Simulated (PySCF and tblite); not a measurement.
The numbers below are computed, except where a source is named.
C6H10N2O, numbered as in [CH3:1]/[N:2]=[CH:3]\[C@@H:4]1[CH2:5][NH:6][C:7](=[O:8])[CH2:9]1.

Geometries GFN2-xTB; weights from PBE0-D3(BJ)/pcSseg-1 energies and GFN2-xTB thermal corrections, with symmetry numbers and mirror pairs. Conformers within 2.5 kcal/mol (GFN2-xTB free energy) were kept, 4 at most. Couplings: B3LYP/6-31G* with pcJ-1 on H (gas phase; spin-dipole term only for pairs with B, N, F, Si or P). Couplings are for ¹H. H–H couplings come out 0.1 to 0.9 Hz lower than with pcJ-1 on all atoms. Of two unlike H on one atom, a is the less shielded (PBE0/pcSseg-1). Programs: PySCF with density fitting and tblite.

Torsions listed: N2–C3–C4–C5. The 5-ring runs over atoms 4–5–6–7–9.

| conformer | shape | weight % |
| --- | --- | --- |
| 1 | 5-ring envelope (ring torsions 18, -2, -14, 24, -25°); -138° | 72.0 |
| 2 | 5-ring envelope (ring torsions -17, 2, 13, -22, 23°); -129° | 28.0 |

Task: Give the couplings in each conformer and the averages at 298.15 K (pairs that fast motion interchanges averaged).

Result: 
```csv
coupling,pairs,1,2,average (Hz)
"²J(H1,H1)",3,-14.1,-14.0,-14.1
"³J(H3,H4)",1,7.1,9.2,7.7
"³J(H4,H5b)",1,8.7,0.2,6.3
"³J(H4,H5a)",1,9.5,7.9,9.0
"³J(H4,H9a)",1,10.5,10.3,10.4
"³J(H4,H9b)",1,11.3,0.5,8.2
"²J(H5b,H5a)",1,-9.6,-9.8,-9.7
"³J(H5b,H6)",1,-0.4,1.4,0.1
"³J(H5a,H6)",1,1.3,-0.4,0.8
"²J(H9a,H9b)",1,-17.6,-18.0,-17.7
```
